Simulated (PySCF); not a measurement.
Isomers of C5H7F3OSi, mass 168.022 u with the commonest isotopes. Method: PBE0/pcSseg-1 in PySCF (dipole) on a GFN2-xTB geometry, gas phase. One conformer each, none proved a minimum here; rigid rotors.

Task: Order these by rotational constant B, largest first.
A. `[O:1]=[CH:2]/[C:3]([SiH3:4])=[CH:5]\[CH2:6][C:7]([F:8])([F:9])[F:10]` with O1–C2–C3–Si4 150°, C3–C5–C6–C7 -122°
B. `[CH2:1]=[C:2]1[C@@H:3]([O:4][SiH2:5][F:6])[C@H:7]1[CH:8]([F:9])[F:10]` with C2–C3–O4–Si5 -21°, C3–O4–Si5–F6 63°, C3–C7–C8–F9 -92°
C. `[O:1]=[CH:2]/[C:3]([SiH3:4])=[CH:5]\[C:6]([F:7])([F:8])[CH2:9][F:10]` with O1–C2–C3–Si4 -115°, C3–C5–C6–F7 41°, C5–C6–C9–F10 -45°

Result: B (816.1 MHz), C (718.0 MHz), A (592.3 MHz).

Task: Order these by out-of-plane moment Σ m c² = (Ia + Ib − Ic)/2, smallest first.
A. `[O:1]=[CH:2]/[C:3]([SiH3:4])=[CH:5]\[CH2:6][C:7]([F:8])([F:9])[F:10]` with O1–C2–C3–Si4 150°, C3–C5–C6–C7 -122°
B. `[CH2:1]=[C:2]1[C@@H:3]([O:4][SiH2:5][F:6])[C@H:7]1[CH:8]([F:9])[F:10]` with C2–C3–O4–Si5 -21°, C3–O4–Si5–F6 63°, C3–C7–C8–F9 -92°
C. `[O:1]=[CH:2]/[C:3]([SiH3:4])=[CH:5]\[C:6]([F:7])([F:8])[CH2:9][F:10]` with O1–C2–C3–Si4 -115°, C3–C5–C6–F7 41°, C5–C6–C9–F10 -45°

Result: A (58.56 u·Å²), B (129.88 u·Å²), C (143.66 u·Å²).

Task: Order these by rotational constant A, smallest first.
A. `[O:1]=[CH:2]/[C:3]([SiH3:4])=[CH:5]\[CH2:6][C:7]([F:8])([F:9])[F:10]` with O1–C2–C3–Si4 150°, C3–C5–C6–C7 -122°
B. `[CH2:1]=[C:2]1[C@@H:3]([O:4][SiH2:5][F:6])[C@H:7]1[CH:8]([F:9])[F:10]` with C2–C3–O4–Si5 -21°, C3–O4–Si5–F6 63°, C3–C7–C8–F9 -92°
C. `[O:1]=[CH:2]/[C:3]([SiH3:4])=[CH:5]\[C:6]([F:7])([F:8])[CH2:9][F:10]` with O1–C2–C3–Si4 -115°, C3–C5–C6–F7 41°, C5–C6–C9–F10 -45°

Result: B (1476 MHz), C (1543 MHz), A (1828 MHz).

```csv
SMILES,point group,Ia (u·Å²),Ib (u·Å²),Ic (u·Å²),κ,μa (D),μb (D),μc (D)
O=C/C([SiH3])=C\C(F)(F)CF,C1,327.50,703.83,744.02,-0.91,2.12,1.10,0.70
C=C1[C@@H](O[SiH2]F)[C@H]1C(F)F,C1,342.47,619.24,701.94,-0.75,2.52,2.30,1.11
O=C/C([SiH3])=C\CC(F)(F)F,C1,276.41,853.24,1012.53,-0.86,2.00,1.68,0.64
```
